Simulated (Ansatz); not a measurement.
A structure relaxed at PBE0-D4/def2-TZVP, charge 0, multiplicity 1:

```csv
atom,x (Å),y (Å),z (Å)
C1,-1.7026,-0.0289,0.0633
S2,-0.5864,1.4067,-0.0855
Zn3,1.3405,0.4676,-0.3400
S4,3.2761,-0.4586,-0.6242
H5,-2.7044,0.3777,0.2012
H6,-1.4575,-0.6434,0.9281
H7,-1.6984,-0.6388,-0.8386
H8,3.5328,-0.4822,0.6957
```

(1) Give its formula and SMILES.

(2) Summarise the bond lengths by kind.

Results:

(1) CH4S2Zn, `C[S][Zn][SH]`.

(2) 1 × C–S 1.825 Å; 3 × C–H 1.089 to 1.090 Å; 2 × S–Zn 2.159 to 2.165 Å; 1 × H–S 1.345 Å.

Computed with Ansatz.
